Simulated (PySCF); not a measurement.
Static response to an electric field

Compound: CH₁₀OSSi₃.
Cartesian coordinates in Å at the GFN2-xTB level; atoms count from 1:
```
atom  x, y, z in Å
Si1    2.2264    0.1648   -1.0592
C2     1.2961   -1.0908    0.0241
S3     1.1896   -0.5724    1.7800
Si4   -0.3384    0.9192    1.7388
O5    -1.4258    0.5398    0.6074
Si6   -2.6707   -0.1499   -0.1725
H7     3.5588    0.3756   -0.4974
H8     2.3037   -0.4096   -2.4050
H9     1.4783    1.4221   -1.0901
H10    1.8077   -2.0507    0.0528
H11    0.2799   -1.2608   -0.3236
H12   -0.9480    0.8730    3.0552
H13    0.1818    2.2103    1.3132
H14   -2.2097   -1.4350   -0.6999
H15   -3.7483   -0.3285    0.7950
H16   -2.9889    0.8019   -1.2312
```

Level: PBE0/def2-SVPD (PySCF), static field, nuclei fixed, core orbitals frozen in the response. The polarisability tensor in these axes (au):

```
x   120.55  -4.54  -6.81
y    -4.54 103.09   2.38
z    -6.81   2.38 117.12
```

Q: Diagonalise the tensor; give its mean and Δα, where Δα² is half the sum of the squared differences of the eigenvalues.

A: Principal values 101.94, 111.89 and 126.92 au; mean 113.59 au = 16.83 Å³ = 18.73 × 10⁻⁴⁰ C²·m²/J; Δα = 21.78 au (19 % of the mean).

Q: What is the dipole moment, and where does it point?

A: (-1.06, -0.21, -1.09) D, 1.53 D in size, pointing from the negative to the positive side. Measured along this direction, the outermost atoms are H7 at the negative end and H16 at the positive end.

Q: Form Σ f/ω² (atomic units) for the 8 lowest TDDFT singlets, given as eV and f, and set it beside the mean polarisability, which is this sum over all singlets: 4.98, 0.0023; 5.94, 0.0266; 6.06, 0.0125; 6.43, 0.0010; 6.49, 0.0034; 6.59, 0.0063; 6.68, 0.0318; 6.89, 0.0111.

A: They add up to 1.76 au, 1.6 % of the 113.59 au; the largest single term is 0.56 au, from the state at 5.94 eV. Terms in order: 0.07, 0.56, 0.25, 0.02, 0.06, 0.11, 0.53, 0.17 au. Higher excitations give the rest. The strengths listed sum to 0.095.

Q: Molar refractivity from α?

A: Lorentz–Lorenz: R = (4π/3)N_A α = 2.5225 cm³/(mol·Å³) × 16.83 Å³ = 42.5 cm³/mol, in the limit of long wavelengths.

Q: How large is μ²/3kT at 400 K beside α?

A: In Gaussian units μ²/3kT = 14.17 Å³ against 16.83 Å³, a ratio of 0.84; the Debye molar polarisation (4π/3)N_A(α + μ²/3kT) is 78.2 cm³/mol, leaving out the vibrational part.

Geometry: GFN2-xTB, one conformer, isolated molecule. GFN2-xTB frequencies show an imaginary mode (60i cm⁻¹), so this geometry is no minimum at that level.
